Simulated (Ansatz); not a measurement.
Consider the redistribution: `O[SiH]([SiH3])Cl` + `C[NH][SnH2][O]C` → `CO[Si](O)([SiH3])Cl` + `C[NH][SnH3]`.

Computed with Ansatz on PBE0-D4/def2-TZVP structures; ΔE is electronic, products minus reactants. CCSD(T)/CBS is the MP2 limit (def2-TZVPP, def2-QZVPP) plus CCSD(T) − MP2 in def2-TZVPP, frozen cores. Functionals use def2-TZVPP. B3LYP here is the variant with VWN-RPA as its local correlation; programs differ in this. Elements past krypton have def2 core potentials. For Sn outer-core shells are correlated without core-valence functions, which leaves a few kJ/mol of doubt a bond. One conformer a species, not always the lowest.

`O[SiH]([SiH3])Cl`:

```xyz
9

O     1.141    0.382   -1.510
Si    0.851   -0.170    0.006
Si   -1.453   -0.044    0.366
Cl    1.804    1.016    1.406
H     2.048    0.399   -1.823
H     1.431   -1.524    0.201
H    -2.177   -0.895   -0.616
H    -1.900    1.366    0.231
H    -1.746   -0.529    1.740
```

`C[NH][SnH2][O]C`:

Z-matrix (Å, degrees):
```
C
N 1 1.450
H 1 1.095 2 110.5
H 1 1.093 2 109.7 3 117.2
H 1 1.099 2 114.7 3 -121.8
Sn 2 2.012 1 120.9 3 -161.7
H 2 1.009 1 112.5 3 56.9
O 6 1.965 2 104.1 1 74.0
H 6 1.705 2 115.3 1 -36.7
H 6 1.708 2 107.0 1 -168.7
C 8 1.405 6 119.3 2 54.7
H 11 1.094 8 108.3 6 -170.5
H 11 1.100 8 112.2 6 70.8
H 11 1.098 8 112.6 6 -51.2
```

`CO[Si](O)([SiH3])Cl`:

```xyz
13

C     1.108    0.645    1.698
O     0.781    1.018    0.377
Si    0.283    0.024   -0.815
O     0.312    0.854   -2.213
Si   -1.862   -0.845   -0.523
Cl    1.617   -1.562   -0.884
H     1.469    1.533    2.218
H     1.893   -0.117    1.710
H     0.233    0.260    2.231
H     1.123    1.305   -2.459
H    -2.168   -1.821   -1.599
H    -1.918   -1.539    0.793
H    -2.872    0.245   -0.534
```

`C[NH][SnH3]`:

Z-matrix (Å, degrees):
```
C
N 1 1.451
H 1 1.094 2 109.7
H 1 1.095 2 110.3 3 -117.1
H 1 1.101 2 115.2 3 121.0
Sn 2 2.028 1 118.3 3 -54.0
H 2 1.011 1 111.0 3 174.0
H 6 1.718 2 112.2 1 -55.0
H 6 1.705 2 106.4 1 -176.1
H 6 1.706 2 105.8 1 64.1
```

| level | ΔE (kJ/mol) | difference from CCSD(T)/CBS |
| --- | --- | --- |
| PBE-D4 | -86.8 | -1.0 |
| r2SCAN-D4 | -93.2 | -7.4 |
| PBE0-D4 | -93.4 | -7.6 |
| B3LYP-D4 | -92.9 | -7.1 |
| ωB97X-V | -91.1 | -5.3 |
| ωB97M-V | -95.9 | -10.1 |
| B2PLYP | -89.7 | -3.9 |
| PBE | -84.3 | 1.5 |
| r2SCAN | -92.6 | -6.8 |
| PBE0 | -91.2 | -5.4 |
| B3LYP | -88.8 | -3.0 |
| HF/def2-TZVPP | -97.2 | -11.4 |
| MP2/def2-TZVPP | -91.8 | -6.0 |
| SCS-MP2/def2-TZVPP | -89.3 | -3.5 |
| CCSD/def2-TZVPP | -93.9 | -8.1 |
| CCSD(T)/def2-TZVPP | -92.4 | -6.6 |
| HF/def2-QZVPP | -96.3 | -10.5 |
| MP2/def2-QZVPP | -87.7 | -1.9 |
| SCS-MP2/def2-QZVPP | -85.6 | 0.2 |
| HF/CBS(def2) | -96.1 | -10.3 |
| MP2/CBS(def2) | -85.2 | 0.6 |
| CCSD/CBS(def2) | -87.3 | -1.5 |
| CCSD(T)/CBS | -85.8 | 0 |

Largest T1 diagnostic among the species: 0.013.

In def2-TZVPP, CCSD(T) changes the Hartree–Fock value by +4.8 kJ/mol (the triples alone add +1.4 kJ/mol) and MP2 by +5.4 kJ/mol. The D4 term adds −4.1 kJ/mol with B3LYP and −2.2 kJ/mol with PBE0; it sums over pairs of atoms, weighted by their polarisabilities, and B3LYP, whose exchange is more repulsive, gets the larger term. From PBE to PBE0 (25 % exact exchange), in def2-TZVPP and without D4, ΔE moves by −6.9 kJ/mol.
